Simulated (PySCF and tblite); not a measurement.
C6H8FNO2, numbered as in [CH3:1][O:2][c:3]1[cH:4][nH:5][c:6]([O:7][CH3:8])[c:9]1[F:10].

Search: ETKDG and KDG, MMFF94s, GFN2-xTB, 90 starts; geometries at GFN2-xTB. Energies: PBE0-D3(BJ)/pcSseg-1, with GFN2-xTB thermal terms (modes under about 100 cm⁻¹ blended into free rotors). Symmetry numbers and mirror images are counted. Conformers within 2.5 kcal/mol (GFN2-xTB free energy) were kept, 4 at most. GIAO shieldings: PBE0/pcSseg-1. Shifts are against TMS (¹H), TMS (¹³C), CFCl3 (¹⁹F), NH3 (¹⁵N) at the same level. Codes: tblite and PySCF.

Torsions listed: C1–O2–C3–C4, N5–C6–O7–C8.

```tsv
conformer	shape	symmetry	E(GFN2) kcal/mol	E(DFT) kcal/mol
1	0°, 180°	Cs	0.00	0.00
2	180°, 180°	Cs	0.22	1.51
```

Question: How much do the weights at 298.15 K and the averaged shift of C4 depend on how the conformers are weighted?

Answer: 
```
                                                              weighting  1 (%)  2 (%)  δ (ppm)  rms dipole (D)
DFT energy with thermal terms, symmetry and mirror images (full scheme)     93      7     85.2            2.50
                             DFT energy with symmetry and mirror images     93      7     85.2            2.50
                                                        bare DFT energy     93      7     85.2            2.50
                        GFN2-xTB energy with symmetry and mirror images     59     41     87.1            2.19
                                                   GFN2-xTB free energy     62     38     87.0            2.21
                                                leading conformer alone    100      0     84.8            2.56
                                                          equal weights     50     50     87.6            2.10
                         full scheme, search stopped after three starts    100      0     84.8            2.56
```

The largest departure from the full scheme, 2.5 ppm, comes with: equal weights.


¹⁵N shifts are against a computed isolated NH3 molecule, about 20 ppm from the liquid.

Conformer gaps in pcSseg-1 on xTB geometries can be 2 kcal/mol off for S=O, P=O and other polar bonds.